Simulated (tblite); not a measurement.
Species: C5H13GeP.
Numbering: `[CH2:1]=[CH:2][CH2:3][P:4]([GeH3:5])[CH2:6][CH3:7]` (hydrogens: H8, H9 on C1; H10 on C2; H11, H12 on C3; H13, H14, H15 on Ge5; H16, H17 on C6; H18, H19, H20 on C7)

Computed with GFN2-xTB (tblite), gas phase: L-BFGS steps from a force-field or distance-geometry start until the largest atomic force falls under 0.01 eV/Å.

Step 152: E = -591.5853 eV
```
atom  x, y, z in Å  |  force x, y, z in eV/Å
C1      2.4072   -0.5650    0.5627    0.023  -0.002  -0.033
C2      1.2544   -1.0985    0.1970   -0.042  -0.001  -0.020
C3      0.6127   -0.8657   -1.1230    0.002   0.019  -0.011
P4     -0.6766    0.5043   -1.1407    0.043  -0.048   0.023
Ge5     0.6104    2.2847   -0.4085    0.019   0.001  -0.040
C6     -1.5511    0.1777    0.4756   -0.014   0.006  -0.025
C7     -2.4278   -1.0647    0.3964   -0.015   0.004  -0.004
H8      2.8425   -0.7443    1.5308   -0.006  -0.002   0.003
H9      2.9725    0.0617   -0.1107    0.002   0.016   0.010
H10     0.7079   -1.7390    0.8772    0.025  -0.009   0.025
H11     0.0994   -1.7667   -1.4721    0.017   0.012   0.007
H12     1.3552   -0.5844   -1.8754   -0.018   0.024   0.016
H13     1.7251    2.5977   -1.3699   -0.013  -0.011   0.030
H14    -0.2322    3.5304   -0.4048   -0.002  -0.010  -0.011
H15     1.2454    2.2675    0.9565    0.004  -0.029   0.005
H16    -2.1717    1.0589    0.6615   -0.027   0.009   0.020
H17    -0.8308    0.0900    1.2924   -0.008   0.014  -0.001
H18    -1.8205   -1.9609    0.2918    0.010  -0.017  -0.006
H19    -3.0946   -1.0064   -0.4621   -0.009   0.012   0.006
H20    -3.0326   -1.1671    1.2961    0.010   0.010   0.006
```

Step 153: E = -591.5860 eV
```
atom  x, y, z in Å  |  force x, y, z in eV/Å
C1      2.4064   -0.5604    0.5638    0.018   0.012  -0.043
C2      1.2557   -1.0974    0.1960    0.002  -0.010  -0.039
C3      0.6145   -0.8632   -1.1237    0.005   0.018  -0.025
P4     -0.6769    0.5040   -1.1392    0.026  -0.041   0.017
Ge5     0.6117    2.2836   -0.4080    0.010   0.000  -0.047
C6     -1.5517    0.1751    0.4764   -0.006   0.007  -0.011
C7     -2.4329   -1.0642    0.3980    0.006   0.009  -0.001
H8      2.8414   -0.7399    1.5321   -0.001  -0.005  -0.004
H9      2.9681    0.0722   -0.1082   -0.006   0.010   0.028
H10     0.7166   -1.7486    0.8709    0.000  -0.007   0.041
H11     0.1041   -1.7644   -1.4755    0.008   0.002   0.008
H12     1.3552   -0.5782   -1.8769   -0.017   0.023   0.033
H13     1.7341    2.5821   -1.3659   -0.019  -0.006   0.039
H14    -0.2274    3.5328   -0.4204    0.014  -0.020  -0.004
H15     1.2378    2.2675    0.9616    0.000  -0.019  -0.002
H16    -2.1696    1.0573    0.6660   -0.022   0.014   0.020
H17    -0.8299    0.0821    1.2913   -0.012   0.020  -0.001
H18    -1.8279   -1.9608    0.2864    0.012  -0.029  -0.009
H19    -3.1042   -1.0009   -0.4561   -0.020   0.011   0.001
H20    -3.0306   -1.1680    1.3022    0.004   0.010  -0.001
```

Step 154: E = -591.5866 eV
```
atom  x, y, z in Å  |  force x, y, z in eV/Å
C1      2.4097   -0.5579    0.5627    0.000   0.019  -0.022
C2      1.2579   -1.0937    0.1967    0.037  -0.013  -0.048
C3      0.6163   -0.8605   -1.1229    0.001   0.002  -0.011
P4     -0.6769    0.5029   -1.1389    0.005  -0.022   0.005
Ge5     0.6138    2.2817   -0.4086    0.001  -0.026  -0.022
C6     -1.5559    0.1740    0.4743    0.001   0.012   0.016
C7     -2.4383   -1.0645    0.3978    0.020   0.006  -0.001
H8      2.8446   -0.7339    1.5317    0.001  -0.014  -0.010
H9      2.9688    0.0755   -0.1094    0.012   0.026   0.013
H10     0.7230   -1.7480    0.8705   -0.026  -0.013   0.057
H11     0.1088   -1.7634   -1.4729   -0.002  -0.009  -0.005
H12     1.3554   -0.5740   -1.8769   -0.006   0.024   0.028
H13     1.7381    2.5744   -1.3642   -0.008  -0.001   0.028
H14    -0.2220    3.5319   -0.4225    0.010  -0.007  -0.002
H15     1.2381    2.2601    0.9626   -0.005  -0.011  -0.012
H16    -2.1732    1.0570    0.6650   -0.012   0.004   0.011
H17    -0.8352    0.0792    1.2905   -0.010   0.026  -0.006
H18    -1.8344   -1.9613    0.2798    0.011  -0.025  -0.012
H19    -3.1153   -0.9983   -0.4511   -0.027   0.010  -0.003
H20    -3.0285   -1.1707    1.3067   -0.002   0.012  -0.007
```

Q: Estimate the geometry and energy of step 155. (The exact step hangs on the optimiser's Hessian estimate; all steps are aligned on step 154, rigid shifts and turns removed.)

A: E = -591.5871 eV, largest force 0.071 eV/Å
```
atom  x, y, z in Å  |  force x, y, z in eV/Å
C1      2.4087   -0.5548    0.5621   -0.027   0.009  -0.001
C2      1.2588   -1.0943    0.1943    0.062  -0.009  -0.033
C3      0.6179   -0.8578   -1.1249    0.000  -0.024  -0.005
P4     -0.6779    0.5012   -1.1387   -0.020   0.003  -0.009
Ge5     0.6150    2.2801   -0.4101   -0.007  -0.023  -0.001
C6     -1.5581    0.1730    0.4739    0.010   0.013   0.031
C7     -2.4411   -1.0654    0.4008    0.026   0.013   0.005
H8      2.8431   -0.7320    1.5312    0.004  -0.016  -0.013
H9      2.9640    0.0859   -0.1057    0.016   0.025   0.004
H10     0.7273   -1.7554    0.8654   -0.017   0.003   0.041
H11     0.1146   -1.7619   -1.4778   -0.006  -0.007  -0.012
H12     1.3567   -0.5656   -1.8769   -0.003   0.019   0.028
H13     1.7472    2.5622   -1.3592   -0.007   0.001   0.026
H14    -0.2133    3.5363   -0.4330    0.018  -0.022   0.000
H15     1.2312    2.2565    0.9662   -0.012  -0.004  -0.028
H16    -2.1746    1.0567    0.6652   -0.008  -0.004   0.004
H17    -0.8368    0.0785    1.2894   -0.007   0.024  -0.002
H18    -1.8389   -1.9626    0.2795    0.018  -0.026  -0.015
H19    -3.1227   -0.9984   -0.4437   -0.035   0.010  -0.017
H20    -3.0263   -1.1718    1.3129   -0.005   0.013  -0.003
```

The energy changes by -0.0005 eV. The first-order estimate −F·Δx gives -0.0007 eV and the mean of the old and new forces, exact on a quadratic surface, -0.0005 eV. The step makes an angle of 81° with the force vector and moves no atom by more than 0.016 Å.
